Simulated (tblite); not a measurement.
Compound: C₇H₁₃P.
Atom-mapped SMILES: `[CH3:1][C@@H:2]1[CH2:3][CH2:4][P:5]1[CH:6]1[CH2:7][CH2:8]1` (hydrogens: H9, H10, H11 on C1; H12 on C2; H13, H14 on C3; H15, H16 on C4; H17 on C6; H18, H19 on C7; H20, H21 on C8)

Computed with GFN2-xTB (tblite), gas phase: L-BFGS steps from a force-field or distance-geometry start until the largest atomic force falls under 0.01 eV/Å.

Step 18: E = -655.6322 eV
```
atom  x, y, z in Å  |  force x, y, z in eV/Å
C1     -1.4986   -1.4303   -0.8618    0.010   0.022   0.007
C2     -1.4288   -0.6131    0.4113    0.002   0.014   0.014
C3     -1.7861    0.8786    0.3321   -0.011   0.010  -0.018
C4     -0.7639    1.3522    1.3717   -0.017  -0.004   0.006
P5      0.2509   -0.2194    1.1992    0.024  -0.048   0.062
C6      1.2087    0.2596   -0.2956    0.017   0.011  -0.004
C7      2.6910    0.4562   -0.1281    0.023  -0.024  -0.022
C8      2.1781   -0.7366   -0.8643    0.054   0.004   0.000
H9     -0.9214   -0.9624   -1.6556    0.017  -0.016  -0.018
H10    -2.5337   -1.5150   -1.1901   -0.003  -0.008  -0.030
H11    -1.1060   -2.4313   -0.6919   -0.002   0.011  -0.010
H12    -2.0352   -1.0972    1.1848    0.025  -0.009   0.025
H13    -2.8245    1.1215    0.5577   -0.057  -0.014   0.050
H14    -1.5630    1.2786   -0.6557    0.021   0.013  -0.034
H15    -1.1900    1.3950    2.3741   -0.031   0.037   0.017
H16    -0.2564    2.2929    1.1638    0.033  -0.021  -0.013
H17     0.7065    0.9232   -0.9904    0.013   0.005  -0.045
H18     3.1690    1.2462   -0.6901   -0.025  -0.016   0.014
H19     3.1249    0.2974    0.8493   -0.038   0.011  -0.007
H20     2.3070   -0.7796   -1.9363   -0.028   0.011   0.003
H21     2.2627   -1.6995   -0.3810   -0.029   0.009   0.003
```

Step 19: E = -655.6330 eV
```
atom  x, y, z in Å  |  force x, y, z in eV/Å
C1     -1.4956   -1.4283   -0.8631    0.000   0.019   0.018
C2     -1.4309   -0.6138    0.4125    0.031   0.007   0.023
C3     -1.7892    0.8776    0.3339   -0.006   0.016  -0.011
C4     -0.7643    1.3546    1.3696    0.012  -0.025   0.020
P5      0.2496   -0.2208    1.2022    0.002  -0.013   0.040
C6      1.2090    0.2563   -0.2934    0.001   0.013   0.004
C7      2.6913    0.4546   -0.1280    0.008  -0.014  -0.012
C8      2.1799   -0.7377   -0.8644    0.018   0.003  -0.002
H9     -0.9139   -0.9589   -1.6533   -0.001  -0.025  -0.007
H10    -2.5301   -1.5120   -1.1941    0.003   0.000  -0.041
H11    -1.1058   -2.4308   -0.6945    0.004   0.020  -0.006
H12    -2.0363   -1.1002    1.1856    0.022  -0.007   0.011
H13    -2.8273    1.1201    0.5625   -0.046  -0.017   0.048
H14    -1.5692    1.2765   -0.6549    0.020   0.018  -0.042
H15    -1.1877    1.4031    2.3731   -0.028   0.037   0.004
H16    -0.2524    2.2927    1.1568    0.011  -0.040  -0.014
H17     0.7054    0.9202   -0.9872    0.018  -0.001  -0.041
H18     3.1644    1.2470   -0.6902   -0.006  -0.010   0.016
H19     3.1253    0.2946    0.8487   -0.025   0.018  -0.002
H20     2.3039   -0.7770   -1.9368   -0.017  -0.003  -0.002
H21     2.2650   -1.7008   -0.3820   -0.022   0.004  -0.004
```

Task: Estimate the geometry and energy of step 20. (The exact step hangs on the optimiser's Hessian estimate; all steps are aligned on step 19, rigid shifts and turns removed.)

Result: E = -655.6336 eV, largest force 0.051 eV/Å
```
atom  x, y, z in Å  |  force x, y, z in eV/Å
C1     -1.4937   -1.4266   -0.8636   -0.007   0.010   0.017
C2     -1.4317   -0.6140    0.4136    0.038   0.002   0.018
C3     -1.7914    0.8773    0.3348   -0.001   0.014   0.000
C4     -0.7645    1.3557    1.3686    0.023  -0.032   0.024
P5      0.2490   -0.2221    1.2048   -0.012   0.019   0.007
C6      1.2093    0.2545   -0.2920   -0.011   0.008   0.008
C7      2.6917    0.4533   -0.1281   -0.008  -0.001   0.002
C8      2.1814   -0.7383   -0.8645   -0.021   0.000  -0.003
H9     -0.9091   -0.9572   -1.6520   -0.012  -0.025   0.002
H10    -2.5277   -1.5101   -1.1974    0.012   0.009  -0.039
H11    -1.1056   -2.4301   -0.6964    0.008   0.022   0.000
H12    -2.0363   -1.1022    1.1865    0.018  -0.003   0.000
H13    -2.8300    1.1188    0.5665   -0.016  -0.020   0.036
H14    -1.5728    1.2755   -0.6550    0.009   0.015  -0.027
H15    -1.1869    1.4091    2.3727   -0.023   0.034  -0.006
H16    -0.2494    2.2917    1.1523   -0.001  -0.050  -0.012
H17     0.7051    0.9182   -0.9862    0.022  -0.009  -0.029
H18     3.1612    1.2473   -0.6900    0.012   0.000   0.011
H19     3.1250    0.2932    0.8484   -0.012   0.020   0.007
H20     2.3014   -0.7754   -1.9372   -0.007  -0.012  -0.007
H21     2.2659   -1.7016   -0.3826   -0.014  -0.002  -0.008
```

The energy changes by -0.0006 eV. The first-order estimate −F·Δx gives -0.0008 eV and the mean of the old and new forces, exact on a quadratic surface, -0.0006 eV. The step makes an angle of 70° with the force vector and moves no atom by more than 0.006 Å.

What follows is the cost of the whole relaxation. Time: 0.42 s. Hardware: one thread, Arm Neoverse V1 (aarch64), on a shared host.
